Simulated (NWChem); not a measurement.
System: H₃SO₄ cation; SMILES O=S(=O)(O)[OH2+]

Input file for NWChem:

```
start job
memory heap 200 mb stack 900 mb global 1100 mb
charge 1
geometry units angstroms
  O     -0.887101    -1.099667     0.484680
  S     -0.268118     0.063199     0.034482
  O     -0.231993     1.311013     0.664601
  O     -0.143234     0.124306    -1.485687
  O      1.556476    -0.440158     0.302047
  H      0.040551     0.978138    -1.894514
  H      2.073423     0.066992     0.960019
  H      1.746397    -1.396782     0.382926
end
basis spherical
  * library def2-svp
end
dft
  xc xpbe96 cpbe96
  disp vdw 4
  iterations 150
end
driver
  maxiter 120
end
task dft optimize
task dft freq
```

The level has its own optimisation; frequencies are unscaled. Brackets give each atom's bonded neighbours.

Give the results of this calculation. (PBE-D3(BJ)/def2-SVP.) Quantities: r O–S [O(HS)–S(OOOO)] (Å); r O–S [O(HHS)–S(OOOO)] (Å); r H–O [H(O)–O(HS)] (Å); r H–O [H(O)–O(HHS)] (Å); highest harmonic frequency (cm⁻¹); lowest (cm⁻¹); zero-point energy (kcal/mol).

The r O–S [O(HS)–S(OOOO)] (Å) is 1.584 and the r O–S [O(HHS)–S(OOOO)] (Å) comes out as 2.071. The r H–O [H(O)–O(HS)] (Å) is 0.993 and the r H–O [H(O)–O(HHS)] (Å) comes out as 0.988. The highest harmonic frequency (cm⁻¹) is 3645 and the lowest (cm⁻¹) is 153. The zero-point energy (kcal/mol) comes out as 29.8.
